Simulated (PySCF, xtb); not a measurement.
Si(F)(Cl)(Br)(NH2) (BrClFH2NSi), SMILES N[Si](F)(Cl)Br.

GFN2-xTB in xtb at its own geometry gives an orbital gap of 6.69 eV and a dipole moment of 5.19 D.

Geometry: ωB97X-D3(BJ)/def2-SVP. The structure was generated by enumeration, and PubChem lists no compound with its InChIKey, so it may never have been made. Other conformers were not sampled.

Problem. What does HF/def2-TZVP (PySCF) give? (An estimate is asked for; the answer gives what the named calculation found.)

Solution. gap 14.99 eV (levels -11.79 and 3.20 eV), dipole 2.74 D.
